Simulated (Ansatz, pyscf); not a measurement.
•H₂Si–PH₂ (SMILES [SiH2]P) → H₃Si–PH• (SMILES [SiH3][PH]), a hydrogen shift on the doublet surface: H–P broken, H–Si formed. Single points on ωB97X-D3(BJ)/def2-SVP structures (PySCF, gas phase). Wave-function energies: Ansatz (an electronic-structure program), frozen core, RHF or UHF references. In kJ/mol, from the reactant's lowest minimum found.

```json
[
 {"level": "PBE0-D3(BJ)/def2-TZVP", "barrier": "100.70", "reaction energy": "-22.52"},
 {"level": "B3LYP-D3(BJ)/def2-TZVP", "barrier": "107.12", "reaction energy": "-27.11"},
 {"level": "CCSD(T)/cc-pV(D+d)Z", "barrier": "116.07", "reaction energy": "-33.11"},
 {"level": "CCSDT(Q)/cc-pV(D+d)Z", "barrier": "(withheld)", "reaction energy": "(withheld)"},
 {"level": "CCSD(T)/cc-pV(T+d)Z", "barrier": "108.57", "reaction energy": "-31.42"},
 {"level": "CCSD(T)/cc-pV(Q+d)Z", "barrier": "(withheld)", "reaction energy": "-30.73"}
]
```

Q: Complete the blanks.

A: 
- CCSDT(Q)/cc-pV(D+d)Z, barrier: 114.97
- CCSDT(Q)/cc-pV(D+d)Z, reaction energy: -32.80
- CCSD(T)/cc-pV(Q+d)Z, barrier: 106.79

In cc-pV(D+d)Z, going from CCSD(T) to CCSDT(Q) shifts the barrier by -1.10 and the reaction energy by +0.31 kJ/mol. With HF in the quadruple-zeta basis and the correlation energy extrapolated as X⁻³ from X = 3, 4, CCSD(T) gives 105.94 and -29.92; adding the double-zeta shift gives ΔE‡ = 104.84 and ΔE = -29.60 kJ/mol, without core correlation, relativity or geometry relaxation at these levels. One saddle was located; it need not be the lowest between these sides. The CCSD(T) − MP2 part came from Ansatz, without density fitting, on the same reference.
